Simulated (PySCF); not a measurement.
Si(Cl)(SH) (ClHSSi), SMILES [Si](Cl)S (connectivity only; charge and spin as stated), neutral, multiplicity 1. Geometry: PBE0-D3(BJ)/def2-TZVP. One conformer was computed; it need not be the lowest.

All values below come from PBE0-D3(BJ)/def2-TZVP run with PySCF.

Harmonic wavenumbers (cm⁻¹): 180, 402, 506, 512, 755, 2694. Rotational constants (GHz): 13.01, 2.877, 2.356; symmetry number 1.

Question: Work out the zero-point energy and the ideal-gas rigid-rotor harmonic-oscillator thermochemistry at 298.15 K and 1 atm.

Answer: ZPE = ½ Σ hcν = ½ × 5049 cm⁻¹ = 7.22 kcal/mol. H − E(el) = 10.48 kcal/mol. Entropy in cal/(mol K): translation 39.61, rotation 25.70, vibration 4.80, total 70.12. G − E(el) = -10.42 kcal/mol. Cp = 14.47 cal/(mol K).
